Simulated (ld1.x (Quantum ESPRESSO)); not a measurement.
**What one change does to a pseudopotential (Ar (Z = 18), TM)**

- Element: Ar
- Generator: ld1.x (Quantum ESPRESSO) 7.5
- Type: norm-conserving Troullier–Martins (Kleinman–Bylander form)
- Functional: PW91
- Relativity: scalar-relativistic
- Frozen core: [Ne]
- Valence charge: 8
- Reference configuration: 3s2 3p6
- Partial waves: 3p (bound): rc 1.30 bohr; 3d channel at 0.05 Ry: rc 1.35 bohr; 3s (bound): rc 1.00 bohr
- Local potential: the s channel
- Core correction: none

All-electron outer shells of the reference configuration (PW91, scalar-relativistic, ld1.x):

```
shell  level (eV)  outermost node (bohr)  outermost maximum (bohr)
   2s     -297.10                   0.12                      0.34
   2p     -230.13                      –                      0.28
   3s      -24.34                   0.52                      1.17
   3p      -10.33                   0.49                      1.30
```

Change: wave 3s (bound): rc 1.00 bohr becomes 3s (bound): rc 0.88 bohr.

Cutoffs: the cutoffs (Ry, on a coarse ladder) from which the occupation-weighted sum of valence levels, in a spherical-Bessel basis at the reference potential, stays within 10 and 1 mRy of its value at 400 Ry; they do not see the model core or the augmentation charge, which bear on the density cutoff. Errors are all-electron minus pseudo energies relative to the spin-unpolarised reference configuration.

Task: Predict the effect on cutoff, ghosts and configuration errors.

Result: The potential gets harder (80 Ry and 160 Ry → 160 Ry and 300 Ry); of the 6 tests that both files solve, the error grows in 5 and shrinks in 0 by more than 15 % and 0.3 meV (median size 15.9 → 30.4 meV); neither file shows a bound ghost. A smaller radius makes the pseudo-wave follow the all-electron one further in, where it bends more sharply, so more plane waves are needed. That the errors move this way runs against the usual rule that smaller radii transfer better.

| quantity | base | changed |
| --- | --- | --- |
| cutoff, loose | 80 Ry | 160 Ry |
| cutoff, tight | 160 Ry | 300 Ry |
| loose cutoff by channel (10 mRy a level) | p 15 Ry, s 70 Ry | p 15 Ry, s 100 Ry |
| bound ghosts | none | none |
| error for 3s2 3p5, meV [ΔE 16.12 eV] | +2.9 | +4.6 |
| error for 3s2 3p4, meV [ΔE 44.85 eV] | +25 | +35 |
| error for 3s2 3p3, meV [ΔE 87.51 eV] | +89 | +121 |
| error for 3s2 3p5.5, meV [ΔE 6.58 eV] | +0.2 | +0.5 |
| error for 3s1 3p6, meV [ΔE 30.72 eV] | +6.9 | +26 |
| error for 3s2 3p2, meV [ΔE 145.24 eV] | +232 | +308 |
| s: phases at 1.50 bohr within 0.05 rad from the reference energy up to (Ry; the scan ends near 5) | to the end of the scan | 4.1 |
| p: phases at 1.50 bohr within 0.05 rad from the reference energy up to (Ry; the scan ends near 5) | to the end of the scan | to the end of the scan |
| d: phases at 1.50 bohr within 0.05 rad from the reference energy up to (Ry; the scan ends near 5) | to the end of the scan | to the end of the scan |
